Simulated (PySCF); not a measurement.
# Ti¹³⁺ (titanium, charge +13) across methods

[He] 2s2 2p5, 2P determinant. All numbers are calculated (PySCF 2.14, scalar relativity by spin-free X2C-1e, in an even-tempered Gaussian basis (20 s from 1.8 bohr⁻², ratio 2.2; 12 p from 2.4 bohr⁻², ratio 2.2; 6 d from 14 bohr⁻², ratio 2.4; 5 f from 22 bohr⁻², ratio 2.4; 5 g from 32 bohr⁻², ratio 2.4)).

| method | E (hartree) | mean ε 2s β (eV) | mean ε 2p α (eV) | mean ε 2p β (eV) | Σ⟨r²⟩ (bohr²) | ⟨S²⟩ |
| --- | --- | --- | --- | --- | --- | --- |
| PW91 | -766.362 | -911.65 | -834.25 | -827.54 | 0.7151 | 0.750 |
| LDA | -764.262 | -909.80 | -833.17 | -825.87 | 0.7165 | 0.750 |
| UHF | -766.05698 | -953.68 | -874.40 | -865.83 | 0.7125 | 0.750 |
| TPSS | -766.470 | -913.48 | -834.78 | -828.32 | 0.7146 | 0.750 |
| PBE | -766.174 | -911.32 | -833.81 | -827.04 | 0.7152 | 0.750 |
| r2SCAN | -766.423 | -916.21 | -838.40 | -831.17 | 0.7133 | 0.750 |

Problem. Estimate the same row for PBE0.

Solution. E (hartree) = -766.232; mean ε 2s β (eV) = -922.34; mean ε 2p α (eV) = -844.32; mean ε 2p β (eV) = -837.13; Σ⟨r²⟩ (bohr²) = 0.7144; ⟨S²⟩ = 0.750.
